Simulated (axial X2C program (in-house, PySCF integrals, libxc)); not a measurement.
**SSeS: properties at the nuclei**

Computed with an in-house all-electron X2C program for linear molecules (integrals from PySCF): two-component X2C with atomic mean-field Coulomb and Gaunt terms, Gaussian nuclei, basis S dyall-av3z, Se dyall-v3z with contracted cores.

S–Se–S held linear, with bonds 2.129 and 2.129 Å (near the PBE0 minimum at charge 0 of the determinant lowest at the starting distance; the state shown can have its own minimum elsewhere, held linear; other orders of the atoms were not compared).

Determinant lowest in the PBE0 search, Ω = 2 (⟨Sz⟩ = 1.00, ⟨Lz⟩ = 1.00 at PBE0), spin on the atoms S 0.36, Se 0.29, S 0.36:

```
level  A∥/gI S (MHz)  qzz S (a.u.)  A∥/gI Se (MHz)  qzz Se (a.u.)
 PBE0            129          1.31             767           1.69
  LDA            130          1.28             783           2.18
```

A∥ (defined per Ω) follows by multiplying with gI = μI/(I μN); qzz is the electric field gradient, eQq0 = 234.96 MHz × Q/barn × qzz. The operators were transformed with the bare-nucleus X2C matrices; with these basis sets, hyperfine constants and field gradients can be off by tens of per cent, and where levels differ in sign neither size nor sign is settled.

**Question.** With gI(33S) = 0.4292, Q(33S) = -0.0694 barn, gI(77Se) = 1.0701 (g factors from the IAEA table of nuclear moments by Stone; Q from Pyykkö, Mol. Phys. 2018), turn the PBE0 values of the first state into constants in MHz.

**Answer.** A∥(33S) = 129 × 0.4292 = 55.4 MHz; eQq0(33S) = 234.96 × (-0.0694) × (1.31) = -21.4 MHz; A∥(77Se) = 767 × 1.0701 = 821 MHz.

The molecule was held linear; bending was not examined, so a bent shape may lie lower.

Each state is one determinant with collinear spin, which with several unpaired electrons need not be a pure state. With several open shells hyperfine constants can be off by a factor of several. Open-shell Ω = 0 determinants with evenly filled partner blocks cannot be reached by this program, so the Ω shown need not be the lowest component. Left out as unconverged or as another state under the same occupation: HF in at least one table. States lie within half an eV, so the first need not be the ground state. Further determinants of the search, some of them spin-mixed, are not shown.
